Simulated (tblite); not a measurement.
C₃H₁₄OSi₃.
Atom-mapped SMILES: `[CH3:1][SiH2:2][O:3][Si@@H:4]([CH3:5])[CH2:6][SiH3:7]` (hydrogens: H8, H9, H10 on C1; H11, H12 on Si2; H13 on Si4; H14, H15, H16 on C5; H17, H18 on C6; H19, H20, H21 on Si7)

Computed with GFN2-xTB (tblite), gas phase: L-BFGS steps from a force-field or distance-geometry start until the largest atomic force falls under 0.01 eV/Å.

The end geometry, which sets the zero of energy:
```
atom  x, y, z in Å
C1     -2.9708    1.2385   -0.0236
Si2    -2.6361   -0.6230    0.1251
O3     -1.1272   -0.8702    0.6653
Si4     0.5011   -0.7990    0.6715
C5      1.1666   -2.0639   -0.5742
C6      1.0732    0.9567    0.2215
Si7     2.9506    1.2100    0.1819
H8     -2.8149    1.7447    0.9256
H9     -2.3122    1.7043   -0.7523
H10    -3.9927    1.4321   -0.3349
H11    -3.4811   -1.2522    1.1395
H12    -2.7556   -1.2716   -1.1848
H13     0.8357   -1.1469    2.0556
H14     0.8170   -3.0646   -0.3387
H15     0.8404   -1.8351   -1.5851
H16     2.2515   -2.0814   -0.5731
H17     0.6400    1.6575    0.9358
H18     0.6608    1.2308   -0.7507
H19     3.5397    0.7890    1.4551
H20     3.2523    2.6283   -0.0453
H21     3.5528    0.4331   -0.9053
```

Question: These geometries come from the run, each turned onto the end geometry. Order them by energy, lowest first.
A.
```
atom  x, y, z in Å
C1     -3.0371    1.2601   -0.0199
Si2    -2.6976   -0.6039    0.1058
O3     -1.1186   -0.8440    0.3745
Si4     0.4953   -0.7620    0.5665
C5      1.2209   -2.1950   -0.4436
C6      1.1301    0.9405    0.0016
Si7     2.9849    1.2741    0.2533
H8     -2.2941    1.8129    0.5493
H9     -2.9946    1.6059   -1.0503
H10    -4.0148    1.5255    0.3724
H11    -3.3746   -1.2123    1.2509
H12    -3.0152   -1.2904   -1.1493
H13     0.7082   -0.9265    2.0107
H14     0.7192   -3.1262   -0.1959
H15     1.1016   -2.0353   -1.5120
H16     2.2800   -2.3305   -0.2500
H17     0.5721    1.6977    0.5515
H18     0.8774    1.0995   -1.0474
H19     3.6183    0.2054    1.0318
H20     3.1812    2.5468    0.9599
H21     3.6485    1.3745   -1.0508
```
B.
```
atom  x, y, z in Å
C1     -2.9798    1.2381   -0.0281
Si2    -2.6580   -0.6238    0.1360
O3     -1.1374   -0.8797    0.6363
Si4     0.4898   -0.7952    0.6657
C5      1.1815   -2.0609   -0.5637
C6      1.0839    0.9486    0.1941
Si7     2.9654    1.1987    0.1881
H8     -2.8529    1.7280    0.9342
H9     -2.2902    1.7123   -0.7217
H10    -3.9886    1.4425   -0.3741
H11    -3.4995   -1.2267    1.1706
H12    -2.8213   -1.3047   -1.1522
H13     0.7901   -1.1100    2.0654
H14     0.8863   -3.0723   -0.3016
H15     0.8104   -1.8645   -1.5663
H16     2.2655   -2.0256   -0.5945
H17     0.6365    1.6738    0.8753
H18     0.7049    1.1972   -0.7991
H19     3.5841    0.6852    1.4131
H20     3.2475    2.6369    0.0927
H21     3.5731    0.5192   -0.9612
```
C.
```
atom  x, y, z in Å
C1     -2.9369    1.2601    0.0548
Si2    -2.5407   -0.6012    0.0256
O3     -1.0868   -0.8293   -0.6773
Si4     0.2765   -0.7139    0.2333
C5      1.4192   -2.1191   -0.2784
C6      1.0163    0.9966   -0.0513
Si7     2.8847    1.1056    0.2306
H8     -2.0350    1.8472    0.1751
H9     -3.4140    1.4976   -0.8928
H10    -3.6212    1.4908    0.8572
H11    -2.5635   -1.1507    1.4023
H12    -3.5991   -1.2522   -0.7298
H13    -0.0217   -0.8248    1.6784
H14     0.8544   -3.0266   -0.1695
H15     1.6855   -1.9982   -1.3233
H16     2.2975   -2.2010    0.3603
H17     0.5364    1.7154    0.5966
H18     0.8122    1.2626   -1.0831
H19     3.4537   -0.1166    0.8038
H20     3.1000    2.2106    1.1533
H21     3.4735    1.4640   -1.0568
```
D.
```
atom  x, y, z in Å
C1     -3.0351    1.2689   -0.0388
Si2    -2.6545   -0.5798    0.1464
O3     -1.1125   -0.8330    0.5744
Si4     0.5146   -0.7900    0.6172
C5      1.1968   -2.1543   -0.5091
C6      1.1093    0.9282    0.0693
Si7     2.9745    1.2344    0.2345
H8     -2.7575    1.8180    0.8578
H9     -2.4977    1.7193   -0.8675
H10    -4.0944    1.4289   -0.2081
H11    -3.4099   -1.1561    1.2587
H12    -2.8705   -1.2709   -1.1300
H13     0.8301   -1.0391    2.0291
H14     0.9184   -3.1378   -0.1399
H15     0.8112   -2.0696   -1.5237
H16     2.2773   -2.1053   -0.5707
H17     0.5738    1.6670    0.6644
H18     0.8092    1.1051   -0.9641
H19     3.5799    0.3169    1.2020
H20     3.2068    2.6114    0.6759
H21     3.6214    1.0548   -1.0689
```
E.
```
atom  x, y, z in Å
C1     -2.9965    1.2706    0.0474
Si2    -2.6727   -0.5981    0.0700
O3     -1.1496   -0.8895   -0.4372
Si4     0.3127   -0.7319    0.2765
C5      1.4016   -2.1612   -0.3161
C6      1.0209    0.9996   -0.0742
Si7     2.8913    1.1767    0.2180
H8     -2.0651    1.8090    0.1908
H9     -3.4276    1.6335   -0.8806
H10    -3.6642    1.5917    0.8390
H11    -2.7255   -1.1299    1.4292
H12    -3.4706   -1.3660   -0.8731
H13     0.0852   -0.8504    1.7248
H14     0.8969   -3.1173   -0.2313
H15     1.7140   -2.0681   -1.3519
H16     2.2836   -2.2188    0.3133
H17     0.5002    1.7223    0.5577
H18     0.7990    1.3023   -1.0982
H19     3.4672   -0.0469    0.7720
H20     3.1916    2.2526    1.1748
H21     3.5989    1.4368   -1.0419
```

Answer: B (0.007 eV), D (0.033 eV), A (0.068 eV), E (0.203 eV), C (0.480 eV).

In the order of the answer:

```
step  E above end (eV)  largest force (eV/Å)  rms force component (eV/Å)  rms distance from end (Å)  rms bond change (Å)  bond most changed (Å)
 146             0.007                  0.07                       0.022                      0.064                0.001          C6–Si7 +0.003
 106             0.033                  0.14                       0.032                      0.286                0.001         Si7–H20 -0.003
  77             0.068                  0.06                       0.019                      0.485                0.002          C6–Si7 +0.006
  14             0.203                  0.20                       0.073                      0.800                0.004         Si2–H12 -0.012
   2             0.480                  0.76                       0.222                      0.849                0.010         Si2–H11 +0.020
```

What follows is the cost of the whole relaxation. The run took 5.1 s on one thread, Intel Xeon at 2.50 GHz (x86_64), no GPU (shared host).
